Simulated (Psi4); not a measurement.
CHCl2, doublet, geometry from GFN2-xTB. Base run: HF/6-31G* (Psi4 1.11).

The Psi4 input:
```
memory 2 GB

molecule mol {
0 2
C     0.142773   -0.008963    0.683594
Cl   -0.047223    1.456210   -0.146080
Cl   -0.053449   -1.451828   -0.182907
H     0.854782   -0.020714    1.491206
}

set {
  basis 6-31g*
  reference uhf
  stability_analysis check
  scf_type pk
}

energy('scf')
print_variables()
```

The bond that is stretched is that between atoms 2 and 1. A test that says stable can miss a lower solution.

The base run was repeated with changes; each row names its change, and settings that it needs were set with it.

```csv
change,ΔE vs base (mEh),<S^2>,outcome
base,0.000,0.764,converged
stability_analysis = follow; reference = uhf,0.000,0.764,converged
bond × 1.25,42.979,0.854,converged
stability_analysis = follow; reference = uhf; bond × 1.25,42.979,0.854,converged
bond × 1.5,105.5,0.769,converged
stability_analysis = follow; reference = uhf; bond × 1.5,86.156,1.243,converged
bond × 1.8,158.6,0.792,converged
stability_analysis = follow; reference = uhf; bond × 1.8,83.595,1.719,converged
bond × 2.2,202.6,0.826,converged
stability_analysis = follow; reference = uhf; bond × 2.2,85.378,1.765,converged
bond × 3.0,245.1,0.800,converged
stability_analysis = follow; reference = uhf; bond × 3.0,-,-,not converged
```

Psi4 reported an instability in these rows: bond × 1.5; stability_analysis = follow; reference = uhf; bond × 1.5; bond × 1.8; stability_analysis = follow; reference = uhf; bond × 1.8; bond × 2.2; stability_analysis = follow; reference = uhf; bond × 2.2; bond × 3.0; stability_analysis = follow; reference = uhf; bond × 3.0 (restricted rows aren't judged here).

On stretching, the SCF can end on different states; <S^2> shows the spin contamination of each.
